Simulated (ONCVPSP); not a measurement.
**tantalum (Ta), ONCV: configuration errors across variants**

ONCVPSP 4.0.1 input, shortened (lines: element, Z, core and valence counts, functional; n l f; lmax; l rc ep ncon nbas qcut; lloc lpopt rc5 dvloc0; l nproj debl; icmod fcfact rcfact), LDA (Perdew-Wang 92), scalar-relativistic:

```
  Ta 73.00   11    3  -001012      upf
    1    0    2.00
    2    0    2.00
    2    1    6.00
    3    0    2.00
    3    1    6.00
    3    2   10.00
    4    0    2.00
    4    1    6.00
    4    2   10.00
    4    3   14.00
    5    0    2.00
    5    1    6.00
    5    2    3.00
    6    0    2.00
    2
    0    2.55    0.00    4    8    2.00
    1    1.25    0.00    4    7    6.90
    2    2.25    0.00    3    7    7.20
    4    5    1.25    3.00
    0    2    3.70
    1    2    0.90
    2    1    2.60
    3    1.75    1.00
```

In the p channel the program set the typed energies aside and used -1.454, 0.250 Ha.

All-electron excitation energies from the reference (eV): (1) 5p6 5d3 6s1 8.694; (2) 5p6 5d3 6s0 23.995; (3) 5p6 5d2 6s0 47.921; (4) 5p6 5d3 6s1 6p1 4.257.

1 further variants failed, have other tests or too few solved ones, and are left out.

A true bound ghost makes a file unfit for plane-wave use even where its test errors are small: the radial tests pick states by their node count and pass the ghost by.

Errors AE − PS in meV (a dash: test not solved or not reliable):

```tsv
change	(1)	(2)	(3)	(4)	bound ghosts	GHOST(+) flags above zero
base	-5.0	-14	+32	-3.9	s	s
s: ncon 5, nbas 9	-5.1	-15	+36	-4.0	s	s
core correction Teter function, fcfact 7.7, rcfact 1	-5.0	-14	+32	-4.0	s	s
d: rc 3.2	-4.3	-14	+28	-3.8	s	s
```

**Question.** Give the same row for: d: qcut 6.4.

**Answer.** -4.8, -13, +31, -3.8; bound ghosts: s; GHOST(+) flags above zero: s.
